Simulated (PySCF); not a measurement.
A GIAO shielding run with PySCF 2.14 (density fitting, non-relativistic, gas phase) on `InChI=1S/C5H7FS/c1-7-5-3-2-4-6/h4-5H2,1H3`:

```
$ OMP_NUM_THREADS=1 python probes_run.py task.json out

{"job": {"kind": "nmr", "xc": "PBE0", "basis": "pcSseg-1"}, "charge": 0, "multiplicity": 1}
C     -1.069955     2.085962    -0.295188
S     -2.231836     0.701387    -0.436496
C     -1.114608    -0.530067    -1.224065
C     -0.039466    -0.896124    -0.343747
C      0.804949    -1.142977     0.472989
C      1.889361    -1.438862     1.385633
F      3.048859    -0.796967     1.005248
H     -0.796978     2.437283    -1.287067
H     -0.190692     1.761004     0.254175
H     -1.583839     2.870913     0.249509
H     -1.744458    -1.390906    -1.449966
H     -0.731416    -0.094820    -2.149199
H      1.650024    -1.087762     2.397122
H      2.109376    -2.513385     1.398885
```

Hardware: 1 thread of an Arm Neoverse V1, shared host. The job also computes population analyses, field gradients.

**Question.** How large is the calculation?

**Answer.** 62 electrons, 161 basis functions and 855 auxiliary functions.

**Question.** How long does it take, and how much memory does it need?

**Answer.** 25 s of wall time, with 14 SCF cycles and 5 response iterations; peak memory 0.73 GiB. Times on a shared host scatter by some tens of per cent.
